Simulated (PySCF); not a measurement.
C5H7F, SMILES C[C@@H]1C=C[C@@H]1F.

Coordinates come from a B3LYP-D3(BJ)/def2-SVP optimisation. The structure was generated by enumeration; whether it is a known compound was not checked.

These are PySCF 2.14.0 with B3LYP-D3(BJ)/def2-SVP values and carry that method's errors.

Frequencies are harmonic and unscaled.

Computed normal modes with their intensities:
```json
[
 {"mode": "1", "ν (cm⁻¹)": "163", "IR (km/mol)": "0.7", "Raman (Å⁴/amu)": "2.3", "depolarisation": "0.74", "moving atoms (share of kinetic energy)": "C 50 %, H 31 %, F 18 %"},
 {"mode": "2", "ν (cm⁻¹)": "216", "IR (km/mol)": "0.3", "Raman (Å⁴/amu)": "0.2", "depolarisation": "0.66", "moving atoms (share of kinetic energy)": "H 79 %, C 11 %, F 9 %"},
 {"mode": "3", "ν (cm⁻¹)": "244", "IR (km/mol)": "2.4", "Raman (Å⁴/amu)": "0.5", "depolarisation": "0.56", "moving atoms (share of kinetic energy)": "C 35 %, H 33 %, F 32 %"},
 {"mode": "4", "ν (cm⁻¹)": "372", "IR (km/mol)": "1.4", "Raman (Å⁴/amu)": "3.9", "depolarisation": "0.66", "moving atoms (share of kinetic energy)": "C 55 %, H 36 %, F 9 %"},
 {"mode": "5", "ν (cm⁻¹)": "441", "IR (km/mol)": "1.4", "Raman (Å⁴/amu)": "3.2", "depolarisation": "0.75", "moving atoms (share of kinetic energy)": "C 53 %, H 28 %, F 19 %"},
 {"mode": "6", "ν (cm⁻¹)": "580", "IR (km/mol)": "8.2", "Raman (Å⁴/amu)": "2.5", "depolarisation": "0.73", "moving atoms (share of kinetic energy)": "C 51 %, F 32 %, H 17 %"},
 {"mode": "7", "ν (cm⁻¹)": "760", "IR (km/mol)": "27.0", "Raman (Å⁴/amu)": "4.5", "depolarisation": "0.29", "moving atoms (share of kinetic energy)": "H 65 %, C 31 %"},
 {"mode": "8", "ν (cm⁻¹)": "796", "IR (km/mol)": "4.9", "Raman (Å⁴/amu)": "8.8", "depolarisation": "0.28", "moving atoms (share of kinetic energy)": "C 59 %, H 39 %"},
 {"mode": "9", "ν (cm⁻¹)": "864", "IR (km/mol)": "13.7", "Raman (Å⁴/amu)": "4.1", "depolarisation": "0.70", "moving atoms (share of kinetic energy)": "C 53 %, H 46 %"},
 {"mode": "10", "ν (cm⁻¹)": "888", "IR (km/mol)": "10.7", "Raman (Å⁴/amu)": "4.1", "depolarisation": "0.57", "moving atoms (share of kinetic energy)": "C 59 %, H 40 %"},
 {"mode": "11", "ν (cm⁻¹)": "969", "IR (km/mol)": "2.6", "Raman (Å⁴/amu)": "1.5", "depolarisation": "0.42", "moving atoms (share of kinetic energy)": "H 74 %, C 24 %"},
 {"mode": "12", "ν (cm⁻¹)": "990", "IR (km/mol)": "10.1", "Raman (Å⁴/amu)": "11.5", "depolarisation": "0.74", "moving atoms (share of kinetic energy)": "H 55 %, C 44 %"},
 {"mode": "13", "ν (cm⁻¹)": "1027", "IR (km/mol)": "17.7", "Raman (Å⁴/amu)": "4.9", "depolarisation": "0.71", "moving atoms (share of kinetic energy)": "H 58 %, C 35 %"},
 {"mode": "14", "ν (cm⁻¹)": "1038", "IR (km/mol)": "7.0", "Raman (Å⁴/amu)": "7.8", "depolarisation": "0.55", "moving atoms (share of kinetic energy)": "H 70 %, C 29 %"},
 {"mode": "15", "ν (cm⁻¹)": "1086", "IR (km/mol)": "24.4", "Raman (Å⁴/amu)": "2.4", "depolarisation": "0.13", "moving atoms (share of kinetic energy)": "H 51 %, C 45 %"},
 {"mode": "16", "ν (cm⁻¹)": "1139", "IR (km/mol)": "22.0", "Raman (Å⁴/amu)": "1.4", "depolarisation": "0.56", "moving atoms (share of kinetic energy)": "C 63 %, H 31 %"},
 {"mode": "17", "ν (cm⁻¹)": "1179", "IR (km/mol)": "45.6", "Raman (Å⁴/amu)": "8.2", "depolarisation": "0.53", "moving atoms (share of kinetic energy)": "C 56 %, H 37 %"},
 {"mode": "18", "ν (cm⁻¹)": "1217", "IR (km/mol)": "2.9", "Raman (Å⁴/amu)": "7.8", "depolarisation": "0.30", "moving atoms (share of kinetic energy)": "H 58 %, C 41 %"},
 {"mode": "19", "ν (cm⁻¹)": "1245", "IR (km/mol)": "1.2", "Raman (Å⁴/amu)": "3.5", "depolarisation": "0.63", "moving atoms (share of kinetic energy)": "H 66 %, C 33 %"},
 {"mode": "20", "ν (cm⁻¹)": "1316", "IR (km/mol)": "6.8", "Raman (Å⁴/amu)": "1.8", "depolarisation": "0.73", "moving atoms (share of kinetic energy)": "H 61 %, C 39 %"},
 {"mode": "21", "ν (cm⁻¹)": "1352", "IR (km/mol)": "8.5", "Raman (Å⁴/amu)": "5.9", "depolarisation": "0.74", "moving atoms (share of kinetic energy)": "H 52 %, C 48 %"},
 {"mode": "22", "ν (cm⁻¹)": "1368", "IR (km/mol)": "46.1", "Raman (Å⁴/amu)": "8.4", "depolarisation": "0.72", "moving atoms (share of kinetic energy)": "H 70 %, C 29 %"},
 {"mode": "23", "ν (cm⁻¹)": "1396", "IR (km/mol)": "2.4", "Raman (Å⁴/amu)": "1.6", "depolarisation": "0.69", "moving atoms (share of kinetic energy)": "H 75 %, C 24 %"},
 {"mode": "24", "ν (cm⁻¹)": "1464", "IR (km/mol)": "5.2", "Raman (Å⁴/amu)": "19.1", "depolarisation": "0.73", "moving atoms (share of kinetic energy)": "H 96 %"},
 {"mode": "25", "ν (cm⁻¹)": "1469", "IR (km/mol)": "9.2", "Raman (Å⁴/amu)": "10.9", "depolarisation": "0.75", "moving atoms (share of kinetic energy)": "H 95 %"},
 {"mode": "26", "ν (cm⁻¹)": "1644", "IR (km/mol)": "1.1", "Raman (Å⁴/amu)": "23.1", "depolarisation": "0.07", "moving atoms (share of kinetic energy)": "C 90 %, H 10 %"},
 {"mode": "27", "ν (cm⁻¹)": "3022", "IR (km/mol)": "24.2", "Raman (Å⁴/amu)": "99.9", "depolarisation": "0.57", "moving atoms (share of kinetic energy)": "H 92 %"},
 {"mode": "28", "ν (cm⁻¹)": "3033", "IR (km/mol)": "27.6", "Raman (Å⁴/amu)": "139.8", "depolarisation": "0.01", "moving atoms (share of kinetic energy)": "H 97 %"},
 {"mode": "29", "ν (cm⁻¹)": "3049", "IR (km/mol)": "50.7", "Raman (Å⁴/amu)": "162.1", "depolarisation": "0.21", "moving atoms (share of kinetic energy)": "H 92 %"},
 {"mode": "30", "ν (cm⁻¹)": "3112", "IR (km/mol)": "17.5", "Raman (Å⁴/amu)": "83.0", "depolarisation": "0.75", "moving atoms (share of kinetic energy)": "H 91 %, C 9 %"},
 {"mode": "31", "ν (cm⁻¹)": "3130", "IR (km/mol)": "16.8", "Raman (Å⁴/amu)": "50.2", "depolarisation": "0.73", "moving atoms (share of kinetic energy)": "H 91 %, C 9 %"},
 {"mode": "32", "ν (cm⁻¹)": "3175", "IR (km/mol)": "9.4", "Raman (Å⁴/amu)": "107.4", "depolarisation": "0.67", "moving atoms (share of kinetic energy)": "H 92 %"},
 {"mode": "33", "ν (cm⁻¹)": "3210", "IR (km/mol)": "10.4", "Raman (Å⁴/amu)": "168.9", "depolarisation": "0.13", "moving atoms (share of kinetic energy)": "H 90 %, C 10 %"}
]
```
